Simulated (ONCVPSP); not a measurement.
## Transferability test, ONCV potential for aluminium (Al)

```json
{
  "Element": "aluminium (Al)",
  "Generator": "ONCVPSP 4.0.1",
  "Type": "optimised norm-conserving Vanderbilt (ONCV)",
  "Functional": "PBE",
  "Relativity": "scalar-relativistic",
  "Frozen core": "[Ne]",
  "Valence charge": "3",
  "Reference configuration": "3s2 3p1",
  "Partial waves": "3s: rc 1.90 bohr, ncon 4, nbas 8, qcut 3.7 1/bohr, 2 projectors, debl 3.1 Ha; 3p: rc 2.05 bohr, ncon 5, nbas 9, qcut 3.9 1/bohr, 2 projectors, debl 1.5 Ha; d scattering state at 0.11 Ha: rc 1.80 bohr, ncon 3, nbas 7, qcut 5.1 1/bohr, 2 projectors, debl 1.3 Ha",
  "Local potential": "polynomial inside 1.10 bohr (lpopt 5, dvloc0 0 Ha)",
  "Core correction": "polynomial model core, fcfact 0.35"
}
```

Energies are relative to the spin-unpolarised reference configuration 3s2 3p1; without spin polarisation the order of configurations can differ from experiment.

Q: Give the all-electron excitation energy and the error of the potential for: 3s2 3p0; 3s1 3p0; 3s2 3p0.5; 3s1 3p1.

A:

```tsv
valence configuration	charge	ΔE all-electron (eV)	error AE − PS (meV)
3s2 3p0	+1	5.761	+0.6
3s1 3p0	+2	24.987	+19
3s2 3p0.5	+0.5	2.086	0.0
3s1 3p1	+1	11.571	+3.8
```

Levels in the configuration 3s2 3p0.5:

```csv
level,all-electron (eV),pseudo (eV)
3s,-11.094,-11.093
3p,-5.701,-5.701
```

Note: no bound ghost flagged; GHOST(+) flagged for s at 104.1 eV.
